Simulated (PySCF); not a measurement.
Atom-mapped SMILES (the numbers label the heavy atoms): `[CH2:1]=[CH:2]/[C:3](=[CH:4]\[SiH3:5])[C:6](=[O:7])[F:8]` (H(Xn): hydrogen on atom n). Ha(C1) is cis to C3; Hb(C1) is trans to C3.

- geometry: GFN2-xTB
- GIAO PBE0/pcSseg-1 shieldings
- run in PySCF
- no relativistic terms, fast rotation and ring inversion assumed for equivalent nuclei, gas phase, a single conformation

Q: Predict the 2D correlation tables (HSQC, COSY, HMBC).

A: 

HSQC (one-bond C–H):
```tsv
δH	δC
7.91 (H(C4))	154.7 (C4)
7.35 (Ha(C1))	133.1 (C1)
6.59 (H(C2))	138.3 (C2)
6.05 (Hb(C1))	133.1 (C1)
```

COSY cross peaks (H two or three bonds apart, from the bond graph; peaks can be absent where the dihedral angle is near 90°):
```tsv
δH	δH
7.91 (H(C4))	4.32 (H(Si5))
7.35 (Ha(C1))	6.59 (H(C2))
7.35 (Ha(C1))	6.05 (Hb(C1))
6.59 (H(C2))	6.05 (Hb(C1))
```

HMBC (two and three bonds, from the bond graph):
```tsv
δH	δC
7.91 (H(C4))	160.9 (C6), 145.2 (C3), 138.3 (C2)
7.35 (Ha(C1))	145.2 (C3), 138.3 (C2)
6.59 (H(C2))	160.9 (C6), 154.7 (C4), 145.2 (C3), 133.1 (C1)
6.05 (Hb(C1))	145.2 (C3), 138.3 (C2)
4.32 (H(Si5))	154.7 (C4), 145.2 (C3)
```

Shifts are taken against calculated references (same method and geometry level): 1H and 13C vs TMS.

Short H···H contacts in this conformer between protons four or more bonds apart (candidates for NOE cross peaks, intensity ∝ r⁻⁶): H(C2)···H(Si5) 2.67 Å.

Shifts are as computed. Against solution values, carbons near 30 ppm lie about +3 ppm off and those near 130 ppm about +5 ppm. Of 1211 compounds with measured shifts, 218 miss one by over three times the rms of a fit or turn the order of signals round; such compounds aren't used in these exercises.
